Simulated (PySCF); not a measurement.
An element was calculated at r2SCAN (PySCF 2.14, ECP, a triple-zeta basis, no spin-orbit coupling), in the ground configurations that NIST lists.

- electron affinity: 2.025 eV
- first ionisation energy: 8.736 eV
- second ionisation energy: 19.012 eV
- third ionisation energy: 27.708 eV

Q: Which element is it?

A: Tellurium (Te, Z = 52), in aug-cc-pVTZ-PP with one added diffuse shell each of d, f type with ECP28MDF. NIST lists 9.010, 18.6 ± 0.4, 27.84 ± 0.04 eV for these ionisation energies.
